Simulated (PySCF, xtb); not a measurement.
Si(Br)2(Me)(NH2) (CH₅Br₂NSi), SMILES C[Si](N)(Br)Br.

GFN2-xTB in xtb 6.7.1 at its own geometry gives an orbital gap of 6.31 eV and a dipole moment of 6.42 D.

Geometry: PBE0-D3(BJ)/def2-SVP. A frequency run showed that this geometry is not a minimum. The structure was generated by enumeration, and PubChem lists no compound with its InChIKey, so it may never have been made. The values are those of a single conformer.

Question: What does PBE/def2-TZVP run with PySCF give? (An estimate is asked for; the answer gives what the named calculation found.)

Answer: gap 5.72 eV (levels -6.50 and -0.78 eV), dipole 1.98 D.
